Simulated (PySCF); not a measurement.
Task: Write Cartesian coordinates for InChI=1S/C3H3F2NSi/c4-2-3(5,1-6)7-2/h2H,7H2/t2-,3-/m1/s1 as optimised with PBE0-D3(BJ)/def2-SVP.

Result: 
```
atom  x, y, z in Å
N1    -2.059    0.931    1.700
C2    -1.233    0.836    0.894
C3    -0.186    0.706   -0.090
F4     0.031    1.846   -0.800
Si5    1.197   -0.537    0.381
C6    -0.186   -0.589   -0.890
F7    -1.288   -1.367   -0.874
H8     1.038   -1.155    1.715
H9     2.561   -0.307   -0.146
H10    0.176   -0.383   -1.910
```

Orientation and origin are arbitrary. Atoms count from 1 in this order. Si5 (SiH2 silicon) has angles from 47.2° to 121.3°. The 2 C–C bonds span 1.442 Å (C2–C3, drawn single) to 1.522 Å (C3–C6, drawn single), a spread of 0.080 Å. The C–Si distances run from 1.879 Å (Si5–C6, drawn single) to 1.918 Å (C3–Si5, drawn single), a spread of 0.039 Å. The 3-membered ring C3–Si5–C6 has internal angles of 47.2° to 67.7°.

Bonds between heavy atoms (Å): N1≡C2 1.159, C2–C3 1.442, C3–F4 1.361, C3–Si5 1.918, Si5–C6 1.879, C6–F7 1.349, C3–C6 1.522.

Method used: PySCF 2.14.0, PBE0-D3(BJ)/def2-SVP geometry optimisation, gas phase.

Point group: C1 (no symmetry element, even within 0.4 Å). PBE0-D3(BJ)/def2-SVP frequencies: not computed here.
